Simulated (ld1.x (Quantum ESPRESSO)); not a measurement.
Building the TM potential for Ce (PBE, scalar-relativistic).

The input file (ld1.x (Quantum ESPRESSO) 7.5):

```
&input
   title='Ce', zed=58., rel=1, dft='PBE', iswitch=3,
   config='[Xe] 4f1 5d1 6s1 6p0',
   nld=4, rlderiv=3.65, eminld=-4.0, emaxld=5.0, deld=0.02
 /
 &inputp
   pseudotype=2, tm=.true., lloc=0,
   nlcc=.true., new_core_ps=.true., rcore=0.65,
   file_pseudopw='Ce.UPF', file_wfcaegen='ae.wfc', file_wfcncgen='nc.wfc', file_beta='beta', file_chi='chi'
 /
4
5P  2  1   6.00   0.00  2.00  2.00  0.0
5D  3  2   1.00   0.00  3.35  3.35  0.0
4F  4  3   1.00   0.00  0.95  0.95  0.0
6S  1  0   1.00   0.00  2.70  2.70  0.0
 &test
   configts(1)='4f1 5p6 5d1 6s1 6p0'
 /
```

Command:

```bash
ld1.x < Ce.in > Ce.out
```

Resulting log (shortened: banner, matrices, multipoles, cross overlaps and the repeated all-electron block are left out):

```
[... start of the log left out ...]
     s(5S/5S) =  1.000000  <r> =   1.5170  <r2> =    2.5839  r(max) =   1.3697
     s(5P/5P) =  1.000000  <r> =   1.7553  <r2> =    3.4875  r(max) =   1.5520
     s(4D/4D) =  1.000000  <r> =   0.7442  <r2> =    0.6421  r(max) =   0.6551
     s(4F/4F) =  1.000000  <r> =   1.0978  <r2> =    1.5911  r(max) =   0.7061
     s(5D/5D) =  1.000000  <r> =   2.7158  <r2> =    8.6773  r(max) =   2.1214
     s(6S/6S) =  1.000000  <r> =   3.9858  <r2> =   17.8086  r(max) =   3.5415
     s(6P/6P) =  1.000000  <r> =   4.9917  <r2> =   27.9533  r(max) =   4.3800

     ------------------------ End of All-electron run ------------------------

     --------------------- Generating NC pseudopotential ---------------------

      Generating local pot.: lloc=0, matching radius rcloc =   2.7000

      Computing core charge for nlcc:

       r > 0.66 : true rho core
      Core charge pseudized with two Bessel functions
      Integrated core pseudo-charge :  24.33

      Wfc   5P  rcut= 1.993  Using Troullier-Martins method

      Wfc   5D  rcut= 3.369  Using Troullier-Martins method

      Wfc   4F  rcut= 0.941  Using Troullier-Martins method

     ------------------- End of pseudopotential generation -------------------

     Computing logarithmic derivative in   3.65401

 %%%%%%%%%%%%%%%%%%%%%%%%%%%%%%%%%%%%%%%%%%%%%%%%%%%%%%%%%%%%%%%%%%%%%%%%%%%%%%
     Error in routine run_pseudo (1):
     Errors in PS-KS equation
 %%%%%%%%%%%%%%%%%%%%%%%%%%%%%%%%%%%%%%%%%%%%%%%%%%%%%%%%%%%%%%%%%%%%%%%%%%%%%%

     stopping ...
```

The run stopped because the pseudo-atom solver did not find the valence states with the expected number of nodes, which is the usual sign of a ghost state.

The run took about 0.53 s on one core of a shared server CPU.
